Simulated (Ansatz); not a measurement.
Basis sets compared for CdF2. Charge 0, multiplicity 1. Geometry PBE0-D4/def2-TZVP. Ansatz on 4 threads of Arm Neoverse V1 on a shared host; times are rough, and most runs start from earlier orbitals.

```csv
atom,x (Å),y (Å),z (Å)
Cd1,0.000,0.000,0.000
F2,1.046,-1.435,0.735
F3,-1.046,1.435,-0.735
```

In the def2 sets Cd takes a core potential, while STO-3G treats all electrons; there is no spin–orbit coupling.

STO-3G and 6-31G are all-electron sets without relativity, so their totals don't compare with the def2 sets.

Binding counts from free atoms (Cd singlet, F doublet) in the same basis, without a counterpoise term.

```tsv
level	functions	energy (Eh)	HOMO (eV)	LUMO (eV)	binding per atom (eV)	wall time
HF/STO-3G	37	-5607.6870	-8.44	8.97	–	0.2 s
PBE-D4/def2-SVP	59	-367.0904	-7.65	-3.09	2.40	0.4 s
PBE0-D4/def2-SVP	59	-367.0751	-9.61	-2.15	2.20	0.6 s
```

Estimate the rows for HF/def2-TZVP (with forces), PBE-D4/def2-TZVP, PBE0-D4/def2-TZVP.


| level | functions | energy (Eh) | HOMO (eV) | LUMO (eV) | binding per atom (eV) | wall time |
| --- | --- | --- | --- | --- | --- | --- |
| HF/def2-TZVP (with forces) | 102 | -365.8548 | -14.97 | 0.62 | 1.34 | 0.45 s |
| PBE-D4/def2-TZVP | 102 | -367.3890 | -8.16 | -3.37 | 2.38 | 0.55 s |
| PBE0-D4/def2-TZVP | 102 | -367.3700 | -10.07 | -2.40 | 2.20 | 0.8 s |
